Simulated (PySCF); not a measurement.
Gas-phase reaction: SnH₄ + I₂ ⇌ SnI₂ + 2 H₂

Computed with PySCF and rigid-rotor harmonic-oscillator thermochemistry at 1 bar. † marks an energy on the PBE0/def2-TZVP geometry and frequencies; other levels use their own. MP2 freezes the core. All species are closed-shell singlets. I, Sn: scalar-relativistic def2 core potential, no spin-orbit coupling. MP2 isn't extrapolated to the basis-set limit.

PBE/def2-TZVP† gives ΔH°(298 K) = -234 kJ.

Question: What do PBE/def2-SVP, MP2/def2-TZVPP†, ωB97X-V/def2-TZVP† give?

Answer: PBE/def2-SVP: -231 kJ; MP2/def2-TZVPP†: -249 kJ; ωB97X-V/def2-TZVP†: -200 kJ. For scale, ΔH°(298 K) is -234 kJ at this level, -211 kJ at ωB97M-V/def2-TZVP†, and runs from -320 to -193 kJ over the 18 levels computed.
